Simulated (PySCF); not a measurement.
# Electron correlation in Cl⁺ (chlorine, charge +1)

[Ne] 3s2 3p4, high-spin 3P determinant. All numbers are calculated (PySCF 2.14, scalar relativity by spin-free X2C-1e, in jorge-DZP-DKH). Frozen: [Ne]; 6 electrons correlated.

MP2 pair energies summed by pair of shells (mhartree):

| pair | energy | share (%) |
| --- | --- | --- |
| 3p-3p | -45.00 | 48.5 |
| 3s-3p | -40.23 | 43.3 |
| 3s-3s | -7.62 | 8.2 |

Total MP2 correlation energy: -92.85 mhartree.

Same-spin part -22.93 and opposite-spin part -69.92 mhartree; SCS-MP2 scales them by 1/3 and 6/5 to -91.55 mhartree.

```json
{"level": "CCSD", "correlation energy (mhartree)": "-111.81"}
{"level": "(T)", "correlation energy (mhartree)": "-1.18"}
{"level": "CCSD(T)", "correlation energy (mhartree)": "-112.99"}
```

Diagnostics: T1 = 0.0062, D1 = 0.0208, largest double amplitude 0.052.

Cost of the coupled-cluster step: 0.09 s of wall time on 1 thread of Intel(R) Xeon(R) 6975P-C (shared host), for 6 correlated electrons.
